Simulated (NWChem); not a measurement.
Everything below was run with NWChem. System: HCu, charge 0, spin multiplicity 1, at a geometry optimised with B3LYP/def2-SVP. The structure started from a generated list of species. Level: MP2/def2-TZVP, 9 core orbitals frozen.

Part of the output:

```
             Northwest Computational Chemistry Package (NWChem) 7.3.0
             --------------------------------------------------------

                                NWChem Input Module
                                -------------------

 Scaling coordinates for geometry "geometry" by  1.889725989
 (inverse scale =  0.529177249)

 Turning off AUTOSYM since
 SYMMETRY directive was detected!

                             Geometry "geometry" -> ""
                             -------------------------

 Output coordinates in angstroms (scale by  1.889725989 to convert to a.u.)

  No.       Tag          Charge          X              Y              Z
 ---- ---------------- ---------- -------------- -------------- --------------
    1 Cu                  29.0000     0.00000000     0.00000000     0.04904100
    2 H                    1.0000     0.00000000     0.00000000    -1.42220300

 Effective nuclear repulsion energy (a.u.)      10.4307240818

            Nuclear Dipole moment (a.u.)
            ----------------------------
        X                 Y               Z
 ---------------- ---------------- ----------------
     0.0000000000     0.0000000000    -0.0000264562

      Symmetry information
      --------------------

 Group name             C2v
 Group number             16
 Group order               4
 No. of unique centers     2

      Symmetry unique atoms

     1    2


 Summary of "ao basis" -> "" (spherical)
 ------------------------------------------------------------------------------
       Tag                 Description            Shells   Functions and Types
 ---------------- ------------------------------  ------  ---------------------
 *                         def2-tzvp                  on all atoms

 Summary of "ao basis" -> "ao basis" (spherical)
 ------------------------------------------------------------------------------
       Tag                 Description            Shells   Functions and Types
 ---------------- ------------------------------  ------  ---------------------
 Cu                        def2-tzvp                15       45   6s4p4d1f
 H                         def2-tzvp                 4        6   3s1p

                                 NWChem SCF Module
                                 -----------------

  ao basis        = "ao basis"
  functions       =    51
  atoms           =     2
  closed shells   =    15
  open shells     =     0
  charge          =   0.00
[...]
  Mulliken analysis of the total density
  --------------------------------------

    Atom       Charge   Shell Charges
 -----------   ------   -------------------------------------------------------
    1 Cu  29    28.67   2.00  2.00  1.20  0.78  0.49  0.15  5.99  4.77  1.23  0.11  5.51  3.24  1.14  0.04  0.00
    2 H    1     1.33   0.21  0.53  0.58  0.01

       Multipole analysis of the density wrt the origin
       ------------------------------------------------

     L   x y z        total         open         nuclear
     -   - - -        -----         ----         -------
     0   0 0 0     -0.000000      0.000000     30.000000

     1   1 0 0     -0.000000      0.000000      0.000000
     1   0 1 0     -0.000000      0.000000      0.000000
     1   0 0 1      1.582118      0.000000     -0.000026

     2   2 0 0    -10.268990      0.000000      0.000000
     2   1 1 0      0.000000      0.000000      0.000000
     2   1 0 1     -0.000000      0.000000      0.000000
     2   0 2 0    -10.268990      0.000000      0.000000
     2   0 1 1      0.000000      0.000000      0.000000
     2   0 0 2    -11.970759      0.000000      7.472120

                   NWChem MP2 Semi-direct Energy/Gradient Module
                   ---------------------------------------------

  Basis functions       =     51
  Molecular orbitals    =     51
  Frozen core           =      9
  Frozen virtuals       =      0
  Active alpha occupied =      6
  Active beta occupied  =      6
  Active alpha virtual  =     36
  Active beta virtual   =     36
  Use MO symmetry       = T
  Use skeleton AO sym   = T

  AO/Fock/Back tols     =   1.0D-09  1.0D-09  1.0D-09

 GA uses MA = F    GA memory limited = T

 Available:
  local mem=  1.26D+08
 global mem=  1.44D+08
 local disk=  0.00D+00
  mp2_memr nvloc                    36
  nvloc new                    36
   1 passes of   6:        3145728                      16101                    978330.
   1 passes of   6: M    126150797           G      144173998           F     123005069.

 Semi-direct pass number   1 of   1  for RHF alpha+beta  at        0.6s
  vrange nnbf                  1326
  mp2_eaftype                    10  avail_ma_in_mb                  1099
 EAF : mp2_eaftype filesize          10     489165.
  mp2_eaf for mointskh                     10
Node 0 wrote      2.3 Mb in      0.0 s     Agg I/O rate:  1527.5 Mb/s
 Done moints_semi at        1.7s
  mp2_eaftype                    10  avail_ma_in_mb                  1089
 EAF : mp2_eaftype filesize          10     489165.
  mp2_eaf for kh                    10
 Done maket at        1.7s
 Done multipass loop at        1.7s

          -------------------------------------------
          SCF energy               -1639.471004746760
          Correlation energy          -0.443344380361
          Singlet pairs               -0.206045048001
          Triplet pairs               -0.237299332360
          Total MP2 energy         -1639.914349127121
          -------------------------------------------

          ---------------------------------------------------
                    Spin Component Scaled (SCS) MP2
          Same spin pairs                     -0.158199554907
          Same spin scaling factor             0.333333333333
          Opposite spin pairs                 -0.285144825454
          Opposite spin scaling fact.          1.200000000000
          SCS-MP2 correlation energy          -0.394906975514
          Total SCS-MP2 energy             -1639.865911722274
          ---------------------------------------------------

 -----------------------
 Performance information
 -----------------------

 Timer overhead =  2.03D-07 seconds/call

               Nr. of calls         CPU time (s)                 Wall time (s)                GFlops
             ---------------    -------------------     ------------------------------   -------------------
Name         Min   Avg   Max    Min     Avg     Max     Min     Avg     Max   Mx/calls   Min     Max     Sum
mp2: moin     1     1     1    1.1     1.1     1.1      1.1     1.1     1.1     1.1      0.0     0.0     0.0
mp2: make     1     1     1   1.74E-2 1.74E-2 1.74E-2  1.74E-2 1.74E-2 1.74E-2 1.74E-2   0.0     0.0     0.0
mp2: tota     1     1     1    1.1     1.1     1.1      1.1     1.1     1.1     1.1      0.0     0.0     0.0

 The average no. of pstat calls per process was 3.00D+00
 with a timing overhead of 6.09D-07s

 Task  times  cpu:        1.7s     wall:        1.7s

 Total times  cpu:        1.7s     wall:        1.7s
```

Q: Write an NWChem input that would produce this output.

A: This is not unique; one that fits is 
```
start mol
memory heap 200 mb stack 900 mb global 1100 mb
geometry units angstroms nocenter noautoz
  Cu     0.000000     0.000000     0.049041
  H      0.000000     0.000000    -1.422203
  symmetry group C2v
end
basis spherical
  * library def2-tzvp
end
scf
  rhf
  nopen 0
  maxiter 100
  thresh 1e-7
  semidirect memsize 60000000 filesize 0
end
mp2
  freeze core 9
end
task mp2 energy
```
